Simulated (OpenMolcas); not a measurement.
Ta: effect of the IPEA shift

* Program: OpenMolcas 26.06
* Basis: ANO-RCC-VTZP [8s7p5d3f2g1h]
* Scalar Hamiltonian: DKH2, point nucleus
* Active space: 3 electrons in 5 orbitals (5d)
* State averaging: 2S+1 = 4 even, 10 roots; 2S+1 = 2 even, 40 roots
* Spin-orbit coupling: state interaction with AMFI integrals over the reference wave functions, term energies averaged over their components

Methods on the same reference wave functions:
A. CASSCF
B. MS-CASPT2, IPEA 0 Eh, imaginary shift 0.1 Eh (closed shells correlated: 5s 5p 6s)
C. MS-CASPT2, IPEA 0.25 Eh, imaginary shift 0.1 Eh (closed shells correlated: 5s 5p 6s)

Energies in cm-1 above 5d3 6s2 4F 3/2, the measured ground level; measured values from NIST Handbook of Basic Atomic Spectroscopic Data.

```csv
Level,A,B,C,Measured
5d3 6s2 4F 3/2,0.0,0.0,0.0,0.0
5d3 6s2 4F 5/2,2058,2420,2290,2010
5d3 6s2 4F 7/2,4255,4590,4480,3964
5d3 6s2 4F 9/2 [75 %],6323,6290,6330,5621
5d3 6s2 4P 1/2 [73 %],11270,8080,9030,6049
5d3 6s2 2G 7/2,13030,10230,11110,
5d3 6s2 4P 5/2,14252,11180,12160,9253
5d3 6s2 2P 1/2 [73 %],17174,13180,14090,
5d3 6s2 2H 11/2,18219,16880,16790,
5d3 6s2 2D 5/2(1),19965,14640,16280,
5d3 6s2 2P 3/2 [58 %],21965,17480,18510,
5d3 6s2 2F 7/2,26169,20290,21610,
5d3 6s2 2F 5/2,26419,20340,21670,
5d3 6s2 2D 5/2(2),39355,31250,32220,
5d3 6s2 2D 3/2(2),39743,31380,32540,
```

Deviations, from unrounded energies. A percentage is the sum of absolute deviations over the sum of measured energies, with the sign that they share, or ± where signs differ.

| Against measurement | Levels | A | B | C |
| --- | --- | --- | --- | --- |
| mean absolute deviation (cm-1) | 5 | 2300 | 1100 | 1500 |
| fine structure of the ground term (%) | 3 | +9.0 | +14.8 | +13.0 |
| other terms of the ground configuration (%) | 2 | +66.8 | +25.9 | +38.4 |

B lies closest to measurement on these levels and A furthest from it. The largest miss of B in the table is 5d3 6s2 4P 1/2 [73 %], by +2000 cm-1. The ranking rests on the paired levels alone, and a cruder setting can come out closer through cancelling errors.

Between B and C the level of the table that moves most is 5d3 6s2 2D 5/2(1), by 1600 cm-1 (lowest in B, highest in C). Moves below CASPT2's spread within the term are not significant.

The mean deviations of B to C differ by less than CASPT2's widest spread within a term (890 cm-1), so their order carries little weight.

From A to B the spin-free energies of the other terms of 5d3 6s2 shown, above 4F, scale by factors of 0.56 to 0.85.

The lowest spin-free term lies below A's lowest term by 0.339 hartree in B, 0.325 hartree in C.

CASPT2 does not keep the components of a term degenerate, so their means are used; among the terms shown or strongly mixed into the levels shown the widest spread is 890 cm-1 (5d3 6s2 4F, C). With the s shell closed, the reference lacks s² → p², s² → d² and s → d mixing, so excited terms can stand far too high and out of order, with CASPT2 too. Without dynamic correlation excited terms often stand tens of per cent too high (terms of higher spin than the ground term too low), and those without a measured partner can miss by more than the paired ones (holds for A). The CASPT2 spread within a term exceeds the gap to the next term for 5d3 6s2 2D(1) and 5d3 6s2 2P, so the order of their levels is uncertain, and so are names and mixing where such terms share a J (holds for B). Some terms miss by over 15 % even with CASPT2, which points to a basis or an active space too small for the shells correlated (holds for B; C). Computed and measured levels are paired by configuration, term and J; levels that our copy of the source lacks, or whose pairing is in doubt (as where it misses far off the trend of its configuration), stay unpaired and out of the deviations. Levels of configurations outside the active space are missing. The table leaves out levels that lie high or whose names do not pair safely across all columns.

A share in square brackets marks a mixed level and gives the weight of the term that names it, the lowest over the columns. A number in round brackets counts repeated terms of one configuration in the order of the reference energies.
